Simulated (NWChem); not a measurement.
Molecule: SiH$_{2}$S, singlet; SMILES [SiH]S

```xyz
4

Si     0.1026     1.1693     0.0000
H     -1.4425     1.2511     0.0000
S     -0.0635    -0.9728     0.0000
H      1.2740    -1.2557     0.0000
```
Atoms are numbered in this order, from 1.

Low-valent species are run as closed-shell singlets; no triplet was tried in these runs. The geometry was optimised at PBE-D3(BJ)/def2-SVP. B3LYP is NWChem's, with the RPA form of VWN correlation.

Q: Split the isotropic spin-spin couplings (Hz) from B3LYP/pcJ-1 (NWChem) into Fermi-contact, spin-dipolar, paramagnetic and diamagnetic spin-orbit terms, for the pairs 1–2, 1–4, 2–4.

A: 
| pair | FC | SD | PSO | DSO | total |
|---|---|---|---|---|---|
| 29Si(1)–1H(2) | -29.42 | 0.42 | 2.77 | -0.12 | -26.34 |
| 29Si(1)–1H(4) | -9.34 | 0.36 | 3.71 | 0.17 | -5.10 |
| 1H(2)–1H(4) | 30.09 | 0.01 | 1.12 | -2.67 | 28.56 |
